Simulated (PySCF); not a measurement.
A geometry optimisation on `[SiH3][Bi]([SiH3])[SiH3]` (Bi(SiH3)3).

Method: PBE0-D3(BJ)/def2-SVP geometry optimisation, gas phase, def2 core potentials past Kr (PySCF 2.14.0). Start geometry: GFN2-xTB. A driver script takes a list of jobs; this job's settings line and coordinates (Å) are shown.

Input:
```
{"job": {"xc": "PBE0", "basis": "def2-SVP", "d3": "d3bj", "grid": 1, "maxiter": 30, "shake": 0.03, "kind": "geom"}, "charge": 0, "multiplicity": 1}
Bi     0.065530    -0.059770     1.552710
Si     2.151990    -0.027020     0.062640
H      1.872390     0.004170    -1.397080
H      3.064650    -1.204210     0.332530
H      3.028260     1.105510     0.340280
Si    -1.105820     1.913040     0.082140
H     -1.009670     1.676370    -1.352310
H     -0.416570     3.210510     0.329590
H     -2.512250     2.081230     0.493220
Si    -1.084050    -1.885680     0.124410
H     -0.935270    -1.729880    -1.320840
H     -2.496700    -1.985650     0.361400
H     -0.591840    -3.150750     0.413510
```

Output:
```
step   0  E = -1087.87845021  max force = 0.042153
step   1  E = -1087.89148641  max force = 0.003789
step   2  E = -1087.89213178  max force = 0.002039
step   3  E = -1087.89229738  max force = 0.000837
step   4  E = -1087.89233151  max force = 0.000431
step   5  E = -1087.89235375  max force = 0.000345
step   6  E = -1087.89235516  max force = 0.000105
optimisation converged
```

Energies in Eh; «max force» is the largest Cartesian gradient component in Eh/bohr.

**Question.** How much energy does the optimisation release, in kcal/mol?

**Answer.** E(step 0) − E(last step) = 0.013905 Eh, which is 8.7 kcal/mol.

**Question.** Give the first gradient maximum in eV/Å.

**Answer.** With 1 Eh/bohr = 51.422 eV/Å, 2.168 eV/Å.

In short: final energy -1087.89236 Eh after 6 steps; dipole 0.69 D.

**Question.** Give the final coordinates.

**Answer.** 0.115 Å rms from the input after alignment:
```
atom  x, y, z in Å
Bi1    0.0454   -0.0119    1.6676
Si2    2.1437   -0.0163    0.0220
H3     1.7167   -0.0043   -1.4109
H4     2.9718   -1.2364    0.2725
H5     2.9830    1.1927    0.2891
Si6   -1.0462    1.8616    0.1148
H7    -0.9327    1.5104   -1.3345
H8    -0.3532    3.1655    0.3534
H9    -2.4922    2.0187    0.4633
Si10  -1.0846   -1.8604    0.1118
H11   -0.8532   -1.5741   -1.3377
H12   -2.5572   -1.8959    0.3710
H13   -0.5106   -3.2017    0.4397
```

**Question.** Estimate the wall time. Hardware: an Arm Neoverse N1 with one thread, no GPU, on a shared host. And the peak memory of the process?

**Answer.** About 85 s, with 0.52 GiB resident at the peak, the Python interpreter and its libraries included.
Labels such as C1 count atoms from 1, the log's own numbers from 0.
